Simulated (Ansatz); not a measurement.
Consider the formal hydrolysis of the Al–C bond: `[CH3][Al]([NH2])[CH]=O` + H₂O → `[NH2][Al]([OH])[CH]=O` + CH₄.

Program: Ansatz. Geometries: PBE0-D4/def2-TZVP. ΔE: electronic, gas phase. CCSD(T)/CBS is the MP2 limit (def2-TZVPP, def2-QZVPP) plus CCSD(T) − MP2 in def2-TZVPP, frozen cores. This one scheme is used for every species. Functionals use def2-TZVPP. B3LYP here is the variant with VWN-RPA as its local correlation; programs differ in this. Each species was taken in one conformer, which may not be the lowest.

`[CH3][Al]([NH2])[CH]=O`:

Z-matrix (Å, degrees):
```
C
Al 1 1.942
H 1 1.094 2 110.8
H 1 1.093 2 112.6 3 120.9
H 1 1.094 2 110.8 3 -117.9
N 2 1.769 1 123.2 3 -117.5
C 2 2.022 1 120.8 3 62.5
H 6 1.008 2 125.3 1 -0.1
H 6 1.008 2 124.9 1 179.9
O 7 1.213 2 118.9 1 0.8
H 7 1.123 2 123.9 1 -179.3
```

H₂O:

Z-matrix (Å, degrees):
```
O
H 1 0.960
H 1 0.960 2 105.1
```

`[NH2][Al]([OH])[CH]=O`:

```xyz
9

N     1.181    1.071    0.033
Al    0.158   -0.358    0.015
O     0.687   -1.964    0.074
C    -1.816    0.009   -0.085
O    -2.159    1.171   -0.126
H     0.788    1.998   -0.005
H     2.185    1.114    0.080
H     1.590   -2.267    0.122
H    -2.613   -0.775   -0.107
```

CH₄:

Cartesian coordinates in Å:
```
C 0.000 0.000 0.000
H -0.017 -0.204 1.070
H 0.782 0.726 -0.219
H -0.965 0.402 -0.309
H 0.199 -0.924 -0.543
```

Task: Is it downhill or uphill in electronic energy at CCSD(T)/CBS, and by how much? (Estimate.)

Result: The calculation gave: Downhill: ΔE = -139.2 kJ/mol.

Task: What do these levels give: PBE0-D4, ωB97X-V, B2PLYP, r2SCAN, PBE0, B3LYP, HF/def2-TZVPP, SCS-MP2/def2-TZVPP, CCSD/def2-TZVPP, HF/def2-QZVPP, SCS-MP2/def2-QZVPP, CCSD/CBS(def2)? (Best estimate.)

Result: Ansatz gave: PBE0-D4 -134.7, ωB97X-V -142.3, B2PLYP -148.0, r2SCAN -145.1, PBE0 -135.9, B3LYP -147.2, HF/def2-TZVPP -155.6, SCS-MP2/def2-TZVPP -147.7, CCSD/def2-TZVPP -143.7, HF/def2-QZVPP -155.3, SCS-MP2/def2-QZVPP -146.1, CCSD/CBS(def2) -141.0 kJ/mol.

Largest T1 diagnostic among the species: 0.014.

In def2-TZVPP, CCSD(T) changes the Hartree–Fock value by +13.6 kJ/mol (the triples alone add +1.8 kJ/mol) and MP2 by +10.6 kJ/mol.
